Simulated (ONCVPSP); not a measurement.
## Reading a pseudo-wave (Mg (Z = 12))

Columns: radius, all-electron u(r) and pseudo u(r) of the 2p shell (level -55.68 eV) of magnesium in the configuration [He] 2s2 2p6 3s1; PBE, scalar-relativistic, ONCV scheme, ONCVPSP 4.0.1.

| r (bohr) | all-electron | pseudo |
| --- | --- | --- |
| 0.053 | 0.1104 | 0.0490 |
| 0.105 | 0.3229 | 0.1823 |
| 0.158 | 0.5517 | 0.3800 |
| 0.210 | 0.7488 | 0.6009 |
| 0.262 | 0.9053 | 0.8142 |
| 0.315 | 1.0214 | 0.9952 |
| 0.368 | 1.0974 | 1.1231 |
| 0.420 | 1.1387 | 1.1937 |
| 0.473 | 1.1528 | 1.2156 |
| 0.525 | 1.1453 | 1.2004 |
| 0.578 | 1.1215 | 1.1616 |
| 0.630 | 1.0864 | 1.1112 |
| 0.683 | 1.0424 | 1.0550 |
| 0.735 | 0.9937 | 0.9990 |
| 0.788 | 0.9408 | 0.9423 |
| 0.840 | 0.8872 | 0.8875 |
| 0.893 | 0.8323 | 0.8323 |
| 0.945 | 0.7791 | 0.7790 |
| 0.998 | 0.7261 | 0.7260 |
| 1.050 | 0.6759 | 0.6758 |
| 1.102 | 0.6278 | 0.6277 |
| 1.155 | 0.5811 | 0.5810 |
| 1.208 | 0.5370 | 0.5369 |
| 1.260 | 0.4962 | 0.4962 |
| 1.313 | 0.4572 | 0.4572 |
| 1.365 | 0.4215 | 0.4214 |

(1) How many radial nodes do the two functions have?

(2) At about which radius was the pseudo-wave matched?

(3) Where does each function peak?

(4) Is the pseudo-wave norm-conserving?

## Answers

(1) The all-electron 2p function has n − l − 1 = 0; the pseudo-wave has 0.

(2) 0.95 bohr. The columns agree to 0.0005 from 0.84 bohr on; several derivatives are matched, so the curves merge somewhat inside the radius.

(3) Outermost all-electron maximum near 0.47 bohr, pseudo maximum near 0.47 bohr (to the table’s step).

(4) Yes: the ONCV scheme keeps the norm inside the radius equal to the all-electron one, which fixes the energy derivative of the logarithmic derivative at the level.
